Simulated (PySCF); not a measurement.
H2Te, SMILES [TeH2+], charge +1, multiplicity 2. Atoms are numbered in the order given.

```xyz
3

Te     0.0000     0.0000    -0.0435
H      0.0000     1.1829     1.1304
H      0.0000    -1.1829     1.1304
```
Charge +1, spin multiplicity 2.

Coordinates come from a PBE0-D3(BJ)/def2-TZVPD optimisation. The def2 effective core potentials stand for the cores of Te; spin–orbit coupling is left out.

These are PBE0/def2-TZVPD (PySCF) values and carry that method's errors.

The molecule is in vacuum.

```
Quantity                                                           Result
------------------------------------------------  -----------------------
total energy                                           -268.88899 hartree
point group                                                           C2v
α spin, highest occupied and lowest empty level       -15.18 and -7.46 eV
β spin, highest occupied and lowest empty level      -16.58 and -11.36 eV
dipole moment about the centre of nuclear charge                   0.87 D
mean static polarisability                           28.7 bohr³ (4.26 Å³)
polarisability, principal values                   24.5, 30.4, 31.3 bohr³
⟨S²⟩                                              0.755 (pure state 0.75)
```
